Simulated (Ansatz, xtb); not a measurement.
## C6H7NO2: which of two isomers lies lower

We compare I, `CC(=O)/C=C(\O)CC#N`, a singlet, with II, `CC(=O)CC(=O)CC#N`, a singlet. Both are isolated molecules in the gas phase, relaxed with r2SCAN-D4/def2-SVP, each in the lowest conformer that the search found.

Task: Estimate E(II) − E(I) at the level CCSD(T)/def2-SVP + ΔMP2/def2-TZVPP.

Result: CCSD(T)/def2-SVP + ΔMP2/def2-TZVPP gives E(II) − E(I) = +0.115 eV, favouring structure I, but this leans on the basis-set step: CCSD(T) alone gives −0.011 eV.

Level by level:

```csv
level,geometry,E(II) − E(I) (eV),departure from the last row (eV),"job, with rough time for the two"
r2SCAN-D4/def2-SVP,r2SCAN-D4/def2-SVP,+0.362,+0.248,"optimisation, 4.1 min"
HF/def2-SVP,r2SCAN-D4/def2-SVP,−0.160,−0.275,part of the CCSD(T) run
MP2/def2-SVP,r2SCAN-D4/def2-SVP,+0.057,−0.058,part of the CCSD(T) run
CCSD(T)/def2-SVP,r2SCAN-D4/def2-SVP,−0.011,−0.126,single point
CCSD(T)/def2-SVP + ΔMP2/def2-TZVPP,r2SCAN-D4/def2-SVP,+0.115,,"single point, 6.4 min"
```

As drawn, II has 1 C–C, 1 C=O, 1 C–H in place of 1 C=C, 1 C–O, 1 O–H.

HF/def2-SVP puts the two in the other order. CCSD(T)/def2-SVP finds them nearly level. The largest departure from CCSD(T)/def2-SVP + ΔMP2/def2-TZVPP is that of HF/def2-SVP, 0.275 eV. No reliable frequencies are at hand for II, so it isn't confirmed as a minimum. Levels run at GFN2-xTB geometries aren't shown. The last row adds to CCSD(T) the change of the MP2 difference between the two basis sets, here +0.126 eV.

The correlated steps freeze 9 core orbitals. Programs: Ansatz 0.2.0, xtb 6.7.1; the last row on 2 threads of Arm Neoverse V1 on a shared host.
